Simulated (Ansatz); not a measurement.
Basis-set extrapolation for `OC1=C[SiH]1Cl` (PBE0-D4/def2-TZVP geometry, frozen core, Ansatz). Multiplicity 1, RHF reference.

```tsv
	def2-TZVPP	def2-QZVPP
HF	-900.846275	-900.874778
MP2 correlation	-0.847422	-0.915549
CCSD(T) correlation	-0.921710	not run
```

Energies in hartree. Use E(X) = E(∞) + A·exp(−7.88·√X) for Hartree–Fock and E(X) = E(∞) + B·X^(−2.97) for correlation, with X = 3 and 4, and add CCSD(T) minus MP2 of the smaller set to the MP2 limit.

Question: What is the CCSD(T) energy at the basis-set limit?

Answer: HF limit: -900.874778 + (-0.028503) × 0.13774 = -900.87870. MP2 limit: -0.915549 + (-0.068127) × 0.74074 = -0.96601. Higher-order term: -0.921710 − (-0.847422) = -0.07429. Total: -901.91900 hartree, 396.5 kJ/mol below CCSD(T)/def2-TZVPP.
